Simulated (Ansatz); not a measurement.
Basis sets compared for `FC(F)(F)c1ccc(-c2ccc(-c3ccc(-c4ccc(-c5ccc(-c6ccc(C(F)(F)F)cc6)cc5)cc4)cc3)cc2)cc1`. Charge 0, multiplicity 1. Geometry PBE-D4/def2-SVP. Ansatz on 4 threads of AMD EPYC 7R13 on a shared host and a share (37 GiB) of an NVIDIA H100 80GB HBM3; times are rough, and most runs start from earlier orbitals.

Cartesian coordinates in Å:
```
F -12.527 6.818 1.687
C -12.479 5.491 1.952
F -12.922 5.310 3.222
F -13.380 4.886 1.135
C -11.095 4.922 1.763
C -10.118 5.626 1.040
C -8.853 5.063 0.841
C -8.531 3.786 1.355
C -7.191 3.191 1.142
C -7.029 1.800 0.956
C -5.765 1.239 0.751
C -4.601 2.042 0.729
C -3.262 1.448 0.516
C -2.116 1.975 1.154
C -0.852 1.412 0.956
C -0.671 0.298 0.105
C 0.669 -0.297 -0.107
C 1.036 -0.852 -1.354
C 2.300 -1.412 -1.554
C 3.261 -1.448 -0.517
C 4.601 -2.043 -0.729
C 5.737 -1.558 -0.041
C 7.001 -2.121 -0.239
C 7.192 -3.194 -1.139
C 8.532 -3.788 -1.351
C 8.920 -4.279 -2.619
C 10.185 -4.840 -2.823
C 11.096 -4.925 -1.756
C 12.482 -5.478 -1.973
F 13.391 -4.484 -2.151
F 12.902 -6.206 -0.908
F 12.547 -6.276 -3.066
C 10.727 -4.447 -0.486
C 9.462 -3.886 -0.289
C 6.057 -3.678 -1.829
C 4.793 -3.118 -1.627
C 2.893 -0.893 0.730
C 1.629 -0.330 0.930
C -1.816 -0.227 -0.535
C -3.081 0.332 -0.332
C -4.764 3.434 0.918
C -6.029 3.995 1.117
C -9.528 3.093 2.082
C -10.793 3.651 2.286
H -10.355 6.617 0.629
H -8.105 5.614 0.251
H -7.914 1.146 0.952
H -5.674 0.150 0.624
H -2.222 2.833 1.835
H 0.020 1.858 1.457
H 0.328 -0.809 -2.195
H 2.563 -1.799 -2.550
H 5.634 -0.697 0.637
H 7.868 -1.694 0.287
H 8.225 -4.195 -3.468
H 10.473 -5.213 -3.816
H 11.431 -4.532 0.356
H 9.174 -3.543 0.716
H 6.162 -4.537 -2.509
H 3.927 -3.548 -2.152
H 3.599 -0.937 1.573
H 1.365 0.058 1.925
H -1.715 -1.105 -1.191
H -3.948 -0.094 -0.859
H -3.883 4.092 0.890
H -6.117 5.081 1.275
H -9.295 2.112 2.522
H -11.549 3.106 2.870
```

Single mean-field runs in def2-SVP, def2-TZVP are fitted with def2-universal-jkfit.

Binding counts from free atoms (F doublet, C triplet, H doublet) in the same basis, without a counterpoise term.

| level | functions | energy (Eh) | HOMO (eV) | LUMO (eV) | binding per atom (eV) | wall time |
| --- | --- | --- | --- | --- | --- | --- |
| PBE-D4/def2-SVP | 736 | -2057.8357 | -5.37 | -2.67 | 5.64 | 7 s |
| PBE0-D4/def2-SVP | 736 | -2057.9500 | -6.21 | -2.02 | 5.50 | 9 s |

Q: Estimate the rows for PBE-D4/def2-TZVP (with forces), PBE0-D4/def2-TZVP.

A: 
| level | functions | energy (Eh) | HOMO (eV) | LUMO (eV) | binding per atom (eV) | wall time |
| --- | --- | --- | --- | --- | --- | --- |
| PBE-D4/def2-TZVP (with forces) | 1508 | -2060.0802 | -5.43 | -2.77 | 5.53 | 15 s |
| PBE0-D4/def2-TZVP | 1508 | -2060.1799 | -6.20 | -2.08 | 5.40 | 15 s |
